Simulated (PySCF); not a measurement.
Species: (PF2)3P, P4F6.
Atom-mapped SMILES: `[F:1][P:2]([F:3])[P:4]([P:5]([F:6])[F:7])[P:8]([F:9])[F:10]`

Level: B3LYP/def2-SVPD in PySCF, non-relativistic, on one gas-phase PBE0-D3(BJ)/def2-SVP geometry that isn't relaxed in the solvent. The solvent is an IEF-PCM continuum (Bondi radii, 1.10 Å for H, scaled by 1.2). Only the electrostatic response of the medium enters.

Gas phase at B3LYP/def2-SVPD: HOMO -7.58 eV, LUMO -2.18 eV, dipole 1.64 D.

Task: What does the continuum do to the energy, the frontier levels and the dipole at B3LYP/def2-SVPD in benzene and chloroform?

Result: 
```tsv
solvent	ε	E(solvent) − E(gas) (kJ/mol)	polarisation term (kJ/mol)	distortion of the solute (kJ/mol)	HOMO (eV)	LUMO (eV)	dipole (D)
benzene	2.271	-8.94	-9.37	0.43	-7.39	-1.99	1.88
chloroform	4.711	-14.92	-16.19	1.27	-7.29	-1.89	2.07
```

The polarisation term is half the interaction of the solute with the surface charges that it induces; the rest is the cost of distorting the solute's density. The sum is the electrostatic part of solvation alone. From benzene to chloroform the lowering changes by a factor 1.67, Onsager's factor (ε − 1)/(2ε + 1) by 1.55 and ε itself by 2.1.

Task: Which radius a makes the point-dipole formula ΔE = −[(ε − 1)/(2ε + 1)]·μ²/a³ give the value in chloroform, with the gas-phase dipole?

Result: μ = 0.647 au and |ΔE| = 0.00568 Eh give a = 1.57 Å; the farthest nucleus lies 3.02 Å from the centroid of the nuclei, so such a sphere wouldn't even hold the nuclei. The formula assumes a rigid point dipole at the centre of a sphere.

Task: How does the static polarisability (B3LYP/def2-SVPD, frozen core, with the continuum's full static response) change?

Result: 
| medium | isotropic (au) | principal values (au) | ⟨r²⟩ of the electrons (bohr²) |
| --- | --- | --- | --- |
| gas | 107.7 | 84.5, 119.0, 119.7 | 2419.0 |
| benzene | 126.0 | 98.6, 139.2, 140.1 | 2419.9 |
| chloroform | 139.2 | 110.3, 153.1, 154.1 | 2420.5 |

The isotropic value in chloroform is 1.29 times the gas-phase one; no cavity-field correction is applied. ⟨r²⟩ is taken about the centre of nuclear charge.

The run took 43 s on Intel Xeon Platinum 8259CL at 2.50 GHz, one thread, shared host with 96 logical CPUs at a one-minute load of 25, and the process peaked at 1.1 GiB of memory. This is the whole response run at B3LYP/def2-SVPD in chloroform, SCF included.

The values belong to the conformer `[F:1][P:2]([F:3])[P:4]([P:5]([F:6])[F:7])[P:8]([F:9])[F:10]`: F1–P2–P4–P5 -50°, P2–P4–P5–F6 118°, P2–P4–P8–F9 -43°.
